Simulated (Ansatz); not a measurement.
Abridged output of a molecular run in Ansatz:

```
Functional definition: HF
1097 factors; integrals over basis functions are off by at most 1.3e-3 eV
mean field evaluation 1: about -19925.9281 eV, gradient 3.2e1 eV
mean field evaluation 2: about -19925.9401 eV, gradient 3.2e1 eV
mean field evaluation 4: about -19928.6522 eV, gradient 3.2e0 eV
mean field evaluation 8: about -19928.6961 eV, gradient 3.2e-4 eV
mean field -19928.69614744 eV, -732.3660752632 hartree, gradient 6.8e-6 eV, S^2 0.000000; 0 other end points of the search recorded, 0 dependent functions left out
11 core orbitals not correlated: weight in the atoms' cores, before any rotation towards them, 1.000 or more for the frozen orbitals, at most 0.000 for the correlated occupied ones
reference -19928.69614744 eV, -732.3660752632 hartree; 18, 18 occupied and 73, 73 virtual orbitals, 1097 factors
second order -15.57046806 eV of doubles, -0.00000000 eV of singles
cycle   1  -16.41136468 eV  change   -8.4e-1 eV  update   9.6e-2
cycle   2  -16.88821052 eV  change   -4.8e-1 eV  update   3.0e-2
cycle   3  -16.98217098 eV  change   -9.4e-2 eV  update   1.4e-2
cycle   4  -16.98140191 eV  change    7.7e-4 eV  update   4.0e-3
cycle   5  -16.98125766 eV  change    1.4e-4 eV  update   2.0e-3
cycle   6  -16.98112236 eV  change    1.4e-4 eV  update   6.6e-4
cycle   7  -16.98087083 eV  change    2.5e-4 eV  update   2.6e-4
cycle   8  -16.98084482 eV  change    2.6e-5 eV  update   1.1e-4
cycle   9  -16.98085653 eV  change   -1.2e-5 eV  update   4.2e-5
perturbative correction -0.51566019 eV, -0.0189501625 hartree
Total energy: -19946.19266416 eV, -733.0090603930 hartree
```

Its atoms:

Cartesian coordinates in Å:
```
N -1.239 0.013 -1.692
Sb 0.655 0.124 -0.948
C 0.049 0.232 1.128
S 1.471 0.075 2.227
H -1.645 -0.913 -1.678
H -1.303 0.373 -2.635
H 0.949 -1.563 -0.822
H -0.603 -0.613 1.351
H -0.506 1.152 1.313
H 2.172 1.121 1.756
```

(1) Which basis set was used?
A. def2-SVP
B. def2-QZVPP
C. cc-pV(T+d)Z
D. cc-pV(Q+d)Z

(2) Write the keys of the input that set method, charge and spin (a neutral closed shell needs none for the last two).

Results:

(1) A. It gives 102 functions.

(2) 
```yaml
correlation: {method: ccsd_t}
```
